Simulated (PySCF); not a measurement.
Record of a relaxation.

Species: InH2Ph, C6H7In.
Bonds: In1–C4, C4–C5, C4–C9, C5–C6, C6–C7, C7–C8, C8–C9. Hydrogens: H2, H3 on In1; H10 on C5; H11 on C6; H12 on C7; H13 on C8; H14 on C9.

Computed by this run: PBE0-D3(BJ)/def2-SVP geometry optimisation, gas phase, def2 core potentials past Kr (PySCF 2.14.0); density fitting, grid level 1; the optimiser is geomeTRIC in internal coordinates, started from a GFN2-xTB structure with every atom displaced at random (about 0.03 Å). 13 of its 21 geometries are shown. The frame can shift and turn from step to step; on so coarse a grid that alone can change the energy by a few meV, and forces under 0.02 eV/Å are noise.

Step 0: E = -11496.3272 eV, largest atomic force 4.032 eV/Å
```
atom  x, y, z in Å  |  force x, y, z in eV/Å
In1     1.535    2.397    0.010   -0.992   1.419  -0.160
H2      3.198    2.578    0.035    0.811  -0.102   0.065
H3      0.670    4.046   -0.077    0.361  -1.038   0.064
C4      0.439    0.577   -0.012   -0.928  -0.571   1.790
C5      0.038   -0.102    1.162    2.198   2.658   2.088
C6     -0.676   -1.257    1.190   -0.627  -1.542   1.290
C7     -1.060   -1.835    0.004   -0.051   0.131  -1.276
C8     -0.755   -1.179   -1.208   -2.179  -2.140   0.392
C9     -0.099    0.013   -1.137    1.057   1.109  -3.264
H10     0.369    0.341    2.166   -0.434  -0.643  -1.174
H11    -0.915   -1.770    2.161    0.178   0.591  -0.813
H12    -1.625   -2.754    0.025   -0.228  -0.475  -0.160
H13    -1.213   -1.597   -2.157    0.857   0.612   0.900
H14     0.076    0.497   -2.118   -0.023  -0.009   0.257
```

Step 2: E = -11496.6780 eV, largest atomic force 2.063 eV/Å
```
atom  x, y, z in Å  |  force x, y, z in eV/Å
In1     1.479    2.468   -0.002    0.409  -0.562   0.066
H2      3.230    2.510    0.131   -0.263  -0.031  -0.029
H3      0.557    3.886   -0.047   -0.259   0.513  -0.055
C4      0.387    0.582   -0.019   -0.075  -0.305  -0.320
C5      0.102   -0.063    1.197   -0.380  -0.480  -0.329
C6     -0.646   -1.252    1.244    0.456   0.947  -1.566
C7     -1.079   -1.753    0.007   -0.815  -1.475   0.452
C8     -0.832   -1.190   -1.240    0.898   1.257   1.367
C9     -0.080   -0.003   -1.219   -0.028   0.076   0.011
H10     0.451    0.348    2.130    0.248   0.306   0.574
H11    -0.874   -1.746    2.182   -0.074  -0.162   0.145
H12    -1.654   -2.686    0.017   -0.060  -0.027   0.074
H13    -1.198   -1.621   -2.162   -0.109  -0.196  -0.250
H14     0.138    0.475   -2.175    0.053   0.140  -0.139
```

Step 3: E = -11496.8089 eV, largest atomic force 0.486 eV/Å
```
atom  x, y, z in Å  |  force x, y, z in eV/Å
In1     1.486    2.480   -0.016    0.228  -0.352   0.120
H2      3.229    2.520    0.108   -0.168  -0.029  -0.029
H3      0.569    3.921   -0.073   -0.145   0.298  -0.059
C4      0.396    0.595   -0.008   -0.040  -0.229  -0.107
C5      0.096   -0.073    1.188   -0.119  -0.129   0.061
C6     -0.651   -1.257    1.212    0.127   0.253  -0.395
C7     -1.108   -1.803    0.010   -0.041  -0.198   0.112
C8     -0.818   -1.174   -1.198    0.220   0.340   0.246
C9     -0.070    0.010   -1.197   -0.089  -0.017  -0.050
H10     0.441    0.328    2.141    0.063   0.075   0.202
H11    -0.873   -1.747    2.160   -0.003  -0.041   0.087
H12    -1.684   -2.734    0.014    0.001   0.071   0.023
H13    -1.176   -1.592   -2.138   -0.014  -0.065  -0.113
H14     0.143    0.484   -2.159   -0.019   0.021  -0.096
```

Step 5: E = -11496.8257 eV, largest atomic force 0.122 eV/Å
```
atom  x, y, z in Å  |  force x, y, z in eV/Å
In1     1.480    2.464    0.001   -0.059   0.052  -0.015
H2      3.208    2.475    0.137    0.020  -0.010   0.021
H3      0.596    3.957   -0.124    0.035  -0.039  -0.015
C4      0.381    0.595   -0.009   -0.016   0.008   0.035
C5      0.088   -0.072    1.191    0.074   0.035   0.091
C6     -0.641   -1.261    1.209    0.006   0.026  -0.065
C7     -1.094   -1.810    0.011    0.001  -0.003  -0.007
C8     -0.813   -1.164   -1.191   -0.033  -0.049  -0.090
C9     -0.086    0.027   -1.203   -0.017  -0.026   0.065
H10     0.435    0.331    2.149    0.003   0.008  -0.005
H11    -0.855   -1.758    2.160    0.007   0.014  -0.016
H12    -1.665   -2.742    0.015   -0.005  -0.006  -0.013
H13    -1.165   -1.591   -2.134   -0.004  -0.007   0.003
H14     0.111    0.506   -2.168   -0.012  -0.004   0.012
```

Step 7: E = -11496.8298 eV, largest atomic force 0.043 eV/Å
```
atom  x, y, z in Å  |  force x, y, z in eV/Å
In1     1.475    2.468   -0.005    0.009  -0.028   0.009
H2      3.201    2.464    0.176   -0.005  -0.006   0.020
H3      0.614    3.961   -0.188   -0.011   0.030  -0.029
C4      0.372    0.602    0.002   -0.012  -0.021  -0.002
C5      0.091   -0.072    1.200    0.018  -0.028  -0.005
C6     -0.634   -1.265    1.205    0.000  -0.001   0.006
C7     -1.090   -1.814    0.008    0.007   0.013   0.004
C8     -0.818   -1.162   -1.193    0.020   0.008   0.013
C9     -0.097    0.033   -1.192   -0.021   0.025  -0.021
H10     0.439    0.324    2.159    0.001   0.003   0.006
H11    -0.842   -1.770    2.152   -0.001  -0.003   0.006
H12    -1.656   -2.749    0.011    0.003   0.003   0.003
H13    -1.168   -1.585   -2.139   -0.004   0.001  -0.003
H14     0.092    0.522   -2.153   -0.003   0.004  -0.008
```

Step 8: E = -11496.8322 eV, largest atomic force 0.038 eV/Å
```
atom  x, y, z in Å  |  force x, y, z in eV/Å
In1     1.473    2.468   -0.004   -0.003   0.003   0.002
H2      3.194    2.454    0.213   -0.003   0.000   0.024
H3      0.624    3.965   -0.228    0.006  -0.004  -0.025
C4      0.367    0.604    0.002   -0.004   0.005  -0.004
C5      0.092   -0.074    1.199    0.033  -0.013   0.014
C6     -0.629   -1.269    1.207    0.004   0.008  -0.015
C7     -1.085   -1.815    0.008   -0.004  -0.001   0.001
C8     -0.820   -1.159   -1.192    0.003  -0.009  -0.015
C9     -0.105    0.039   -1.193   -0.029   0.009   0.019
H10     0.445    0.322    2.157    0.001   0.003   0.000
H11    -0.832   -1.777    2.153    0.000   0.002  -0.002
H12    -1.648   -2.752    0.011    0.001  -0.001  -0.003
H13    -1.173   -1.581   -2.137   -0.004  -0.001   0.001
H14     0.078    0.532   -2.154   -0.003   0.001   0.002
```

Step 10: E = -11496.8377 eV, largest atomic force 0.123 eV/Å
```
atom  x, y, z in Å  |  force x, y, z in eV/Å
In1     1.471    2.470   -0.007    0.006  -0.013   0.004
H2      3.178    2.456    0.305   -0.008   0.003   0.031
H3      0.646    3.961   -0.333   -0.001   0.000  -0.032
C4      0.362    0.608    0.008   -0.008  -0.004  -0.002
C5      0.104   -0.078    1.204    0.001  -0.059  -0.076
C6     -0.615   -1.275    1.201   -0.018  -0.049   0.101
C7     -1.082   -1.819    0.006    0.019   0.032  -0.007
C8     -0.832   -1.155   -1.194    0.022   0.021   0.076
C9     -0.122    0.046   -1.183   -0.017   0.064  -0.104
H10     0.464    0.311    2.162   -0.005  -0.011  -0.005
H11    -0.808   -1.791    2.145   -0.004  -0.008   0.010
H12    -1.641   -2.758    0.009    0.004   0.002   0.014
H13    -1.193   -1.570   -2.138    0.008   0.012   0.003
H14     0.048    0.549   -2.141    0.001   0.011  -0.011
```

Step 12: E = -11496.8490 eV, largest atomic force 0.272 eV/Å
```
atom  x, y, z in Å  |  force x, y, z in eV/Å
In1     1.467    2.464    0.003   -0.008   0.027  -0.017
H2      3.130    2.465    0.499   -0.011   0.010   0.045
H3      0.681    3.934   -0.484    0.023  -0.018  -0.033
C4      0.357    0.606   -0.011    0.041   0.063  -0.005
C5      0.122   -0.092    1.185    0.102   0.039   0.126
C6     -0.593   -1.290    1.211    0.031   0.113  -0.212
C7     -1.075   -1.812    0.013   -0.062  -0.104   0.013
C8     -0.848   -1.138   -1.186   -0.036  -0.034  -0.146
C9     -0.143    0.066   -1.206   -0.076  -0.084   0.247
H10     0.506    0.294    2.134    0.021   0.024   0.001
H11    -0.765   -1.811    2.157    0.004   0.013  -0.025
H12    -1.633   -2.752    0.014   -0.010  -0.010  -0.029
H13    -1.229   -1.553   -2.123   -0.016  -0.028  -0.002
H14     0.003    0.576   -2.164   -0.004  -0.011   0.035
```

Step 13: E = -11496.8629 eV, largest atomic force 0.156 eV/Å
```
atom  x, y, z in Å  |  force x, y, z in eV/Å
In1     1.464    2.461    0.007   -0.042   0.102  -0.069
H2      3.094    2.476    0.596   -0.002   0.020   0.054
H3      0.704    3.917   -0.579    0.063  -0.085  -0.005
C4      0.358    0.604   -0.007    0.074   0.127   0.010
C5      0.140   -0.095    1.192    0.032  -0.034  -0.100
C6     -0.578   -1.290    1.201   -0.001  -0.006   0.023
C7     -1.074   -1.811    0.008   -0.047  -0.069  -0.007
C8     -0.861   -1.134   -1.191   -0.015  -0.017  -0.049
C9     -0.156    0.069   -1.199   -0.052  -0.008   0.147
H10     0.535    0.284    2.141   -0.003  -0.002  -0.042
H11    -0.743   -1.819    2.144   -0.008  -0.006  -0.019
H12    -1.632   -2.751    0.013   -0.005  -0.012  -0.006
H13    -1.251   -1.542   -2.128   -0.001  -0.009   0.018
H14    -0.019    0.589   -2.154    0.006   0.000   0.044
```

Step 15: E = -11496.9273 eV, largest atomic force 0.438 eV/Å
```
atom  x, y, z in Å  |  force x, y, z in eV/Å
In1     1.462    2.471   -0.003   -0.022   0.025  -0.025
H2      2.815    2.660    1.064   -0.021   0.017   0.043
H3      0.967    3.745   -1.079    0.039  -0.079  -0.002
C4      0.369    0.609    0.017   -0.037  -0.035   0.013
C5      0.206   -0.136    1.195    0.002  -0.095  -0.151
C6     -0.522   -1.326    1.175   -0.010  -0.165   0.281
C7     -1.080   -1.817   -0.005    0.025   0.060  -0.040
C8     -0.920   -1.100   -1.189    0.056   0.025   0.244
C9     -0.212    0.101   -1.155   -0.037   0.222  -0.376
H10     0.654    0.200    2.137   -0.046  -0.027  -0.034
H11    -0.647   -1.892    2.103   -0.008  -0.011   0.006
H12    -1.640   -2.756   -0.002    0.008  -0.006   0.035
H13    -1.350   -1.468   -2.126    0.033   0.046   0.034
H14    -0.122    0.665   -2.089    0.019   0.021  -0.029
```

Step 17: E = -11496.9783 eV, largest atomic force 0.413 eV/Å
```
atom  x, y, z in Å  |  force x, y, z in eV/Å
In1     1.453    2.464    0.015   -0.001  -0.004   0.059
H2      1.994    3.081    1.544    0.020  -0.004  -0.022
H3      1.739    3.266   -1.490    0.002   0.044  -0.038
C4      0.364    0.612    0.001   -0.092  -0.141  -0.013
C5      0.257   -0.171    1.164    0.070   0.056   0.112
C6     -0.450   -1.374    1.175    0.024   0.211  -0.339
C7     -1.061   -1.800   -0.005   -0.203  -0.359   0.017
C8     -0.979   -1.053   -1.180    0.158   0.125   0.282
C9     -0.268    0.147   -1.166    0.029   0.080  -0.067
H10     0.741    0.162    2.086    0.003   0.025   0.060
H11    -0.524   -1.969    2.089    0.002   0.002  -0.029
H12    -1.617   -2.741   -0.009   -0.023  -0.035   0.000
H13    -1.461   -1.403   -2.096   -0.006  -0.003   0.023
H14    -0.207    0.735   -2.086    0.015   0.004  -0.043
```

Step 18: E = -11496.9897 eV, largest atomic force 0.105 eV/Å
```
atom  x, y, z in Å  |  force x, y, z in eV/Å
In1     1.454    2.468    0.016   -0.006  -0.026   0.017
H2      2.181    2.985    1.503    0.000  -0.001  -0.001
H3      1.571    3.382   -1.451    0.000   0.013  -0.022
C4      0.362    0.612    0.000    0.015   0.036  -0.005
C5      0.252   -0.166    1.165   -0.003   0.001  -0.038
C6     -0.456   -1.367    1.166   -0.012  -0.022   0.026
C7     -1.070   -1.816   -0.003    0.040   0.066   0.009
C8     -0.971   -1.057   -1.169   -0.034  -0.029  -0.089
C9     -0.263    0.145   -1.169    0.005  -0.031   0.100
H10     0.728    0.167    2.093   -0.005   0.002   0.006
H11    -0.531   -1.957    2.083    0.006  -0.004   0.010
H12    -1.626   -2.758   -0.006    0.005   0.010  -0.004
H13    -1.449   -1.406   -2.087   -0.012  -0.003  -0.015
H14    -0.201    0.724   -2.096    0.001  -0.011   0.006
```

Step 20: E = -11496.9901 eV, largest atomic force under 0.02 eV/Å
```
atom  x, y, z in Å  |  force x, y, z in eV/Å
In1     1.455    2.466    0.014    0.002  -0.002   0.009
H2      2.199    2.980    1.494    0.000   0.000  -0.002
H3      1.556    3.385   -1.453    0.001   0.002  -0.006
C4      0.362    0.613    0.003   -0.004   0.000   0.000
C5      0.250   -0.166    1.168    0.003  -0.001   0.002
C6     -0.457   -1.367    1.167   -0.001   0.005  -0.007
C7     -1.069   -1.814   -0.004   -0.003  -0.006   0.001
C8     -0.972   -1.057   -1.171    0.004   0.001   0.003
C9     -0.262    0.144   -1.165    0.001  -0.001   0.001
H10     0.724    0.167    2.097    0.000   0.001   0.002
H11    -0.532   -1.959    2.083    0.000   0.000   0.000
H12    -1.625   -2.755   -0.007   -0.001   0.000   0.000
H13    -1.450   -1.405   -2.091   -0.001   0.000   0.000
H14    -0.198    0.723   -2.092    0.000   0.000   0.000
```

**Question.** Summarise the path.

**Answer.** The energy falls by 15.29 kcal/mol from step 0 to step 20; nine tenths of that is first reached at step 15. It rises by more than 0.2 meV at steps 2 and 6. The largest force goes from 4.032 to under 0.02 eV/Å. Among the bonds In1–H3 changes most, from 1.864 to 1.733 Å; the atoms move by 0.718 Å rms after alignment.

**Question.** Follow the three bonds and two angles with the largest change from start to end.

**Answer.** 
```csv
step,E above end (kcal/mol),largest force (eV/Å),In1–H3 (Å),In1–H2 (Å),C5–H10 (Å),H2–In1–H3 (°),H2–In1–C4 (°)
0,15.29,4.032,1.864,1.674,1.146,111.5,127.3
1,6.83,1.310,1.763,1.729,1.102,118.2,123.9
2,7.20,2.063,1.691,1.757,1.077,121.7,121.3
3,4.18,0.486,1.709,1.748,1.089,121.2,121.3
4,4.00,0.310,1.757,1.730,1.100,120.5,121.0
5,3.79,0.122,1.741,1.733,1.096,120.4,120.8
6,3.84,0.231,1.726,1.737,1.093,120.5,120.4
7,3.70,0.043,1.733,1.735,1.095,120.5,120.2
8,3.64,0.038,1.736,1.735,1.095,120.6,119.9
9,3.56,0.059,1.738,1.735,1.095,120.6,119.6
10,3.51,0.123,1.735,1.736,1.095,120.6,119.6
11,3.30,0.137,1.729,1.736,1.094,120.6,119.8
12,3.26,0.272,1.737,1.735,1.095,120.9,119.6
13,2.93,0.156,1.744,1.734,1.096,121.1,119.4
14,2.32,0.272,1.744,1.733,1.096,121.1,119.2
15,1.45,0.438,1.740,1.734,1.096,121.5,118.9
16,0.39,0.353,1.728,1.736,1.095,122.3,118.6
17,0.27,0.413,1.729,1.735,1.094,123.4,118.0
18,0.01,0.105,1.732,1.734,1.094,122.7,118.4
19,0.00,0.047,1.736,1.734,1.095,122.7,118.4
20,0.00,under 0.02,1.733,1.734,1.095,122.7,118.5
```

What follows is the cost of the whole optimisation. Time: 8.3 min of wall time; peak memory 0.58 GiB. Hardware: one thread, AMD EPYC (x86_64), shared host with 64 logical CPUs at a one-minute load of 58.
